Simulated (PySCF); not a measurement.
Stationary points of HfSCl₂

Computed with PBE/[Hf def2-SVP with ECP60, S def2-SVP, Cl def2-SVP], scalar-relativistic core potentials, density fitting, no spin–orbit coupling, PySCF.

Relaxations began from a few typed shapes. The search is not exhaustive: other isomers or separated fragments can lie lower, and high-lying points may rest on an excited occupation.

```
   spin  group                             bonds                                angles  imaginary modes (cm⁻¹)  ΔE (kJ/mol)  ΔE with ZPE (kJ/mol)
singlet     Cs  Hf–Cl 2.355 Å (×2), Hf–S 2.221 Å  Cl–Hf–Cl 114.1°, Cl–Hf–S 109.4° (×2)                    none          0.0                   0.0
singlet    C2v  Hf–Cl 2.373 Å (×2), Hf–S 2.226 Å  Cl–Hf–Cl 129.3°, Cl–Hf–S 115.4° (×2)                     60i          9.6                     –
```

The lowest minimum found is the singlet Cs: Hf–Cl 2.355 Å (×2), Hf–S 2.221 Å; Cl–Hf–Cl 114.1°, Cl–Hf–S 109.4° (×2).

Formally Hf is in oxidation state +4, d0. The polar-tensor charge on Hf, 1.56, is far below the formal one.

For the lowest minimum: with an element this heavy the missing spin–orbit coupling can shift these numbers.
